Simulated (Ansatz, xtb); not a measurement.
**C4H5N3Se: which of two isomers lies lower**

Structure a: `[H]/N=C/c1n[se]nc1C`, a singlet. Structure b: `C/C=N\c1nc[se]n1`, a singlet. Both are isolated molecules in the gas phase, relaxed with B3LYP-D3(BJ)/def2-SVP; the shapes shown needn't be the lowest conformers.

a (Å):

```xyz
13

C    -0.1253    0.4812    0.5123
C     0.8377    0.5815   -0.6312
C     0.8285   -0.2940   -1.8137
C    -0.1128   -1.4000   -2.0728
N     1.7721    1.4971   -0.6234
N     1.7499   -0.0613   -2.7210
N    -1.0458   -1.7151   -1.2636
Se    2.7501    1.3308   -2.1503
H    -1.1600    0.5954    0.1577
H    -0.0771   -0.5168    0.9719
H     0.1091    1.2538    1.2560
H     0.0832   -1.9116   -3.0322
H    -1.5832   -2.5073   -1.6301
```

b (Å):

```xyz
13

C    -1.4590    2.8598    1.2550
C    -1.8778    1.7852    0.2964
C    -0.8921   -0.0649    1.3401
C     0.6154   -1.5458    1.9995
N    -1.6032    0.5414    0.3130
N     0.0808   -0.9821    0.9703
N    -1.1795    0.1463    2.6057
Se   -0.1363   -0.9464    3.6252
H    -1.1747    3.7669    0.6983
H    -2.3181    3.1280    1.8945
H    -0.6438    2.5434    1.9177
H    -2.5089    2.1197   -0.5444
H     1.4074   -2.2976    1.9387
```

Problem. Estimate E(b) − E(a) at the level CCSD(T)/def2-SVP + ΔMP2/def2-TZVPP.

Solution. Calculated at CCSD(T)/def2-SVP + ΔMP2/def2-TZVPP: E(b) − E(a) = +17.1 kJ/mol, so structure a lies lower.

How the difference moves with the method:

```
                             level               geometry  E(b) − E(a) (kJ/mol)  departure from the last row (kJ/mol)  job, with rough time for the two
                          GFN2-xTB               GFN2-xTB                   −25.8                                 −43.0              optimisation, 0.17 s
                         HF/STO-3G               GFN2-xTB                    +4.9                                 −12.2              single point, 0.66 s
                r2SCAN-D4/def2-SVP               GFN2-xTB                    +3.5                                 −13.7                 single point, 5 s
             B3LYP-D3(BJ)/def2-SVP  B3LYP-D3(BJ)/def2-SVP                    +4.1                                 −13.0             optimisation, 2.1 min
                       HF/def2-SVP  B3LYP-D3(BJ)/def2-SVP                    −7.7                                 −24.8           part of the CCSD(T) run
                      MP2/def2-SVP  B3LYP-D3(BJ)/def2-SVP                   +20.3                                  +3.2           part of the CCSD(T) run
                  CCSD(T)/def2-SVP  B3LYP-D3(BJ)/def2-SVP                   +13.9                                  −3.2                      single point
CCSD(T)/def2-SVP + ΔMP2/def2-TZVPP  B3LYP-D3(BJ)/def2-SVP                   +17.1                                                   single point, 2.7 min
```

As drawn, b has 1 C–N, 1 C∷N, 1 C∷Se, 1 C–H in place of 1 N–H, 1 C–C, 1 N∷Se, 1 C∷C (∷ is an aromatic bond).

GFN2-xTB, HF/def2-SVP put the two in the other order. The largest departure from CCSD(T)/def2-SVP + ΔMP2/def2-TZVPP is that of GFN2-xTB, 43.0 kJ/mol. The last row adds to CCSD(T) the change of the MP2 difference between the two basis sets, here +3.2 kJ/mol.

With thermal terms from frequencies at re-optimised GFN2-xTB minima (ideal gas, soft modes damped towards free rotors, one conformer each, 298.15 K, 1 atm): on the last row, ΔE + ΔZPE = +16.4, ΔH = +16.4, ΔG = +15.1 kJ/mol.

The correlated steps freeze 16 core orbitals; the filled d shell of Se is correlated, in a basis made for valence electrons. Run with Ansatz 0.2.0, xtb 6.7.1; the last row on 4 threads of Arm Neoverse V1 on a shared host.
